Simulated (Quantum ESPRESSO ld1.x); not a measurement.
Task: Pd3+, configuration [Kr] 4d7 (the NIST ground configuration). Calculated with ld1.x of Quantum ESPRESSO 7.5: non-relativistic Kohn-Sham, revPBE, spin-unpolarised, spherical densities, point nucleus; relativity is left out, which matters for an element this heavy. Some entries of the table are withheld. Estimate them.

| orbital | occ. | eigenvalue (hartree) | <1/r> (bohr^-1) | r(max) (bohr) |
|---|---|---|---|---|
| 1s | 2 | -862.768 | 45.48 | 0.02191 |
| 2s | 2 | -124.782 | (1) | 0.1218 |
| 2p | 6 | -115.995 | 10.33 | (2) |
| 3s | 2 | -23.6475 | 3.659 | 0.3535 |
| 3p | 6 | -20.1379 | 3.574 | 0.3402 |
| 3d | 10 | -13.6668 | 3.417 | 0.2827 |
| 4s | 2 | -4.39353 | 1.412 | 0.8751 |
| 4p | 6 | -3.29886 | 1.301 | 0.9166 |
| 4d | 7 | -1.54594 | 1.023 | 1.051 |

Result: 
(1) 2s <1/r> (bohr^-1): 10.33
(2) 2p r(max) (bohr): 0.09560
